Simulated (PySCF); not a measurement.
Compound: C7H8.
Bonds: C1–C2 (triple), C2–C3, C3–C4 (triple), C4–C5, C5–C6, C6–C7. Hydrogens: H8 on C1; H9, H10 on C5; H11, H12 on C6; H13, H14, H15 on C7.

Level: PBE0/pcSseg-1 and PBE0/def2-SVPD in PySCF, non-relativistic, on one gas-phase PBE0-D3(BJ)/def2-SVP geometry that isn't relaxed in the solvent. The solvent is an IEF-PCM continuum (Bondi radii, 1.10 Å for H, scaled by 1.2). The model holds no explicit solvent molecules, cavitation or dispersion.

Gas phase at PBE0/pcSseg-1: HOMO -7.12 eV, LUMO -0.55 eV, dipole 1.34 D.

Q: What does the continuum do to the energy, the frontier levels and the dipole at PBE0/pcSseg-1 in chloroform and acetonitrile?

A: 
| solvent | ε | E(solvent) − E(gas) (kJ/mol) | polarisation term (kJ/mol) | distortion of the solute (kJ/mol) | HOMO (eV) | LUMO (eV) | dipole (D) |
| --- | --- | --- | --- | --- | --- | --- | --- |
| chloroform | 4.711 | -12.38 | -13.99 | 1.61 | -7.25 | -0.65 | 1.72 |
| acetonitrile | 35.69 | -17.23 | -20.44 | 3.21 | -7.32 | -0.71 | 1.87 |

The polarisation term is half the interaction of the solute with the surface charges that it induces; the rest is the cost of distorting the solute's density. The sum is the electrostatic part of solvation alone. From chloroform to acetonitrile the lowering changes by a factor 1.39, Onsager's factor (ε − 1)/(2ε + 1) by 1.35 and ε itself by 7.6.

Q: Which radius a makes the point-dipole formula ΔE = −[(ε − 1)/(2ε + 1)]·μ²/a³ give the value in acetonitrile, with the gas-phase dipole?

A: μ = 0.528 au and |ΔE| = 0.00656 Eh give a = 1.44 Å; the farthest nucleus lies 5.37 Å from the centroid of the nuclei, so such a sphere wouldn't even hold the nuclei. The formula assumes a rigid point dipole at the centre of a sphere.

Q: Which Hirshfeld charges (PBE0/pcSseg-1) respond most in acetonitrile (means over atoms taken as equivalent)?

A: 
| atoms | environment | gas (e) | solvent (e) | change |
| --- | --- | --- | --- | --- |
| C3 | alkyne carbon | -0.058 | -0.082 | -0.024 |
| C2 | alkyne carbon | -0.044 | -0.067 | -0.023 |
| H8 | alkyne hydrogen | +0.099 | +0.115 | +0.016 |
| H9/H10 | methylene hydrogen | +0.057 | +0.067 | +0.010 |
| H11/H12 | methylene hydrogen | +0.041 | +0.045 | +0.004 |
| C4 | alkyne carbon | -0.005 | -0.002 | +0.003 |
| C5 | propargylic carbon | -0.047 | -0.044 | +0.003 |
| C1 | terminal alkyne carbon | -0.090 | -0.093 | -0.003 |
| C6 | chain CH2 carbon | -0.056 | -0.054 | +0.002 |
| C7 | methyl carbon | -0.115 | -0.117 | -0.002 |
| H13/H14/H15 | methyl hydrogen | +0.040 | +0.039 | -0.001 |

Q: Which Mayer bond orders change most in acetonitrile?

A: 
| bond | length (Å) | gas | solvent | change |
| --- | --- | --- | --- | --- |
| C1–C2 | 1.217 | 2.278 | 2.265 | -0.013 |
| C5–H9 | 1.105 | 0.916 | 0.907 | -0.009 |
| C5–H10 | 1.104 | 0.920 | 0.911 | -0.009 |
| C4–C5 | 1.454 | 1.120 | 1.126 | +0.006 |
| C2–C3 | 1.372 | 0.957 | 0.953 | -0.004 |
| C3–C4 | 1.219 | 2.178 | 2.182 | +0.004 |
| C6–H12 | 1.102 | 0.951 | 0.949 | -0.002 |
| C7–H13 | 1.100 | 0.967 | 0.966 | -0.001 |

Gas phase at PBE0/def2-SVPD: HOMO -7.10 eV, LUMO -0.57 eV, dipole 1.37 D.

Q: What does the continuum do to the energy, the frontier levels and the dipole at PBE0/def2-SVPD in chloroform and acetonitrile?

A: 
| solvent | ε | E(solvent) − E(gas) (kJ/mol) | polarisation term (kJ/mol) | distortion of the solute (kJ/mol) | HOMO (eV) | LUMO (eV) | dipole (D) |
| --- | --- | --- | --- | --- | --- | --- | --- |
| chloroform | 4.711 | -12.05 | -13.73 | 1.68 | -7.23 | -0.66 | 1.78 |
| acetonitrile | 35.69 | -16.80 | -20.15 | 3.35 | -7.29 | -0.71 | 1.94 |

Q: How does the static polarisability (PBE0/def2-SVPD, frozen core, with the continuum's full static response) change?

A: 
```tsv
medium	isotropic (au)	principal values (au)	⟨r²⟩ of the electrons (bohr²)
gas	90.6	59.8, 66.0, 146.1	1190.8
chloroform	112.2	74.2, 79.8, 182.7	1189.4
acetonitrile	121.9	82.3, 86.5, 196.9	1188.7
```

The isotropic value in acetonitrile is 1.34 times the gas-phase one; no cavity-field correction is applied. ⟨r²⟩ is taken about the centre of nuclear charge.

The values belong to the conformer `[CH:1]#[C:2][C:3]#[C:4][CH2:5][CH2:6][CH3:7]`: C4–C5–C6–C7 -63°.
